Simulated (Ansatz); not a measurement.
Reaction (formal exchange of groups at the Si–Si bond): `N[SiH2][SiH2]N` + `N=CCF` → `N=C[SiH2]N` + `N[SiH2]CF`

Program: Ansatz. Geometries: PBE0-D4/def2-TZVP. ΔE: electronic, gas phase. CCSD(T)/CBS is the MP2 limit (def2-TZVPP, def2-QZVPP) plus CCSD(T) − MP2 in def2-TZVPP, frozen cores. Each species was taken in one conformer, which may not be the lowest.

```
             level  ΔE (kcal/mol)
SCS-MP2/def2-TZVPP           -0.6
      HF/CBS(def2)           -0.9
```

(1) What does CCSD(T)/CBS give? (Best estimate.)

Largest T1 diagnostic among the species: 0.012.

Results:

(1) Ansatz gave: +0.3 kcal/mol. The listed levels differ from it by -0.9, -1.2 kcal/mol.

Leaving LDA and LC-ωPBE aside and taking each functional with its dispersion term where it has one, the values, not all of them listed here, spread over 4.0 kcal/mol, from ωB97M-V to PBE-D4. LDA lies +2.3 kcal/mol from PBE without D4. At CCSD(T), def2-SVP lies +3.4 kcal/mol from the extrapolated value and def2-TZVPP +0.5 kcal/mol.
